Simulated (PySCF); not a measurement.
In(H)2(I), H₂IIn, SMILES [InH2][I] at its PBE0/def2-SVP optimised geometry (Å):

```
4

In    -1.0002     0.0005     0.0000
H     -1.6927     1.5715     0.0000
H     -1.6905    -1.5715     0.0003
I      1.6927     0.0005     0.0000
```

Computed with PBE0/def2-TZVP, def2 effective core potentials past Kr (PySCF). The core electrons that the potentials of I, In replace are not part of the density. Cells within 0.4 Å of a nucleus heavier than hydrogen are left out (blank, or x).

Map of the deformation density (molecule minus spherical neutral atoms) (e/bohr³) on the plane z = 0.0 Å:

```
|222222222222222222222222222|
|222222222222222222222222222|
|222222222222222222222222222|
|222222222222222222222222222|
|222222222222222222222222222|
|222222222222222222222222222|
|222222222222222222222222222|
|222222234332222222222222222|
|222222379643222222332222222|
|222223489753222233333222222|
|222223466533233333343322222|
|222223342001233333334322222|
|222222331xx0134422xx3322222|
|222222220xxx134422xx0322222|
|222222331xx0134422xx3322222|
|222223342001233333334322222|
|222223466533233333343322222|
|222223489753222233333222222|
|222222379643222222332222222|
|222222234332222222222222222|
|222222222222222222222222222|
|222222222222222222222222222|
|222222222222222222222222222|
|222222222222222222222222222|
|222222222222222222222222222|
|222222222222222222222222222|
|222222222222222222222222222|
```
Scale: ten equal steps from -0.018 (start of '0') to 0.046 (end of '9'), in the order '0123456789'; x runs from -4.00 to 4.00, y from -4.00 (bottom) to 4.00 (top).
